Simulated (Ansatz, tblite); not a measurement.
Forces on HfO₃⁻ at its r2SCAN-D4/def2-TZVPD geometry. Charge -1, multiplicity 2.

In the def2 sets Hf takes a core potential; there is no spin–orbit coupling. The xTB rows come from tblite. The structure comes from a short search, and lower isomers may exist.

GFN1-xTB (tblite), largest force 1.64 eV/Å:

```xyz
4
positions Å, forces eV/Å
Hf   -0.022    0.008   -0.037    0.336   -0.126    0.560
O    -1.772   -0.667   -0.167    1.170    0.500   -0.014
O     0.940   -0.353    1.568   -0.825    0.311   -1.378
O     0.854    1.012   -1.364   -0.681   -0.685    0.832
```

GFN2-xTB (tblite), largest force 1.33 eV/Å:

```
Hf 0.243 -0.091 0.404
O 0.986 0.414 0.004
O -0.670 0.252 -1.118
O -0.559 -0.575 0.710
```

PBE0-D4/def2-TZVPD (Ansatz), largest force 1.32 eV/Å:

```
Hf -0.671 0.250 -1.114
O 0.476 0.204 -0.008
O 0.472 -0.177 0.787
O -0.277 -0.277 0.335
```
